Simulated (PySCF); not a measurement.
```xyz
6
charge 1 multiplicity 1, angstrom
Te    0.0000    0.0000    0.0000
H     0.0000    0.0000    1.7203
H     0.0000    0.0000   -1.7203
H     1.6848    0.0000    0.0000
H    -0.8424    1.4591    0.0000
H    -0.8424   -1.4591    0.0000
```

These are results of PySCF, PBE0, basis Te def2-TZVP with ECP28, H def2-TZVP (scalar-relativistic core potentials, no spin–orbit coupling, density fitting), not measurements.

This geometry of TeH₅⁺ is a stationary point at this level.

What is the point group?

D3h.

Is it a minimum?

Yes: all harmonic wavenumbers are real.

List the harmonic modes with their infrared intensities.


```
symmetry  ω (cm⁻¹)  IR (km/mol, summed over degenerate members)
      e'       431                                         42.4
      e'       913                                          145
    a2''       965                                         84.6
     e''      1156                                          0.0
    a2''      1874                                          142
     a1'      1891                                          0.0
      e'      2000                                          0.4
     a1'      2028                                          0.0
```

Give the atomic charges and bond orders.


```json
{"atom": "Te1", "Mulliken": "0.35", "Löwdin": "0.81", "polar tensor": "1.52", "Mayer order to Te1": "–"}
{"atom": "H2,3", "Mulliken": "0.08", "Löwdin": "0.01", "polar tensor": "-0.22", "Mayer order to Te1": "0.80"}
{"atom": "H4,5,6", "Mulliken": "0.16", "Löwdin": "0.06", "polar tensor": "-0.03", "Mayer order to Te1": "0.85"}
```

In D3h the vibrations span 3e' + 2a2'' + e'' + 2a1'. The a1', e'' modes carry no infrared intensity, as symmetry demands.

Only a few start shapes were tried, so a lower isomer may exist.
